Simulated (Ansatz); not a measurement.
Geometry optimisation, RKS LDA/def2-SVP in Ansatz 0.2.0.

Input:

```yaml
crystal:
  periodic: [false, false, false]
  atoms:
    - { symbol: B, position_ang: [0.20001, -0.51353, -1.31248] }
    - { symbol: S, position_ang: [-1.02587, 0.3576, -0.36744] }
    - { symbol: B, position_ang: [-2.39257, 0.62644, -1.5037] }
    - { symbol: F, position_ang: [-2.33513, 0.20176, -2.74452] }
    - { symbol: H, position_ang: [1.21183, -0.82799, -0.82748] }
    - { symbol: H, position_ang: [-0.06425, -0.74693, -2.4232] }
    - { symbol: H, position_ang: [-3.35662, 1.18602, -1.15185] }
basis:
  gaussian: { orbitals: def2-SVP }
hamiltonian:
  xc: lda
relax:
  f_tol: 0.015
  max_steps: 40
```

Launched with:

```bash
$ ansatz run input.yaml --threads 1 --pin off --max-ram 2048MiB --backend cpu --events-out ev --progress --plain --runs-dir out
```

Task: Where does it end, and by what steps?

Result: The forces met the threshold. After 5 steps the energy has fallen by 0.119 eV; H6 moved furthest, 0.08 Å.

| step | energy less start (eV) | largest force component (eV/Å) | accepted |
| --- | --- | --- | --- |
| 0 | 0.0000 | 1.252 | yes |
| 1 | -0.1067 | 0.374 | yes |
| 2 | -0.1182 | 0.119 | yes |
| 3 | -0.1182 | 0.087 | no |
| 4 | -0.1185 | 0.045 | yes |
| 5 | -0.1186 | 0.011 | yes |

```xyz
7
Properties=species:S:1:pos:R:3
B 0.182 -0.512 -1.333
S -1.015 0.362 -0.338
B -2.386 0.621 -1.510
F -2.319 0.194 -2.747
H 1.219 -0.815 -0.778
H -0.059 -0.773 -2.495
H -3.385 1.206 -1.130
```

Whether the end is a true minimum wasn't checked by a vibrational analysis.

Time of the run: 8.2 s on 1 thread of Arm Neoverse V1, with other jobs on the host, peak memory 0.13 GiB.
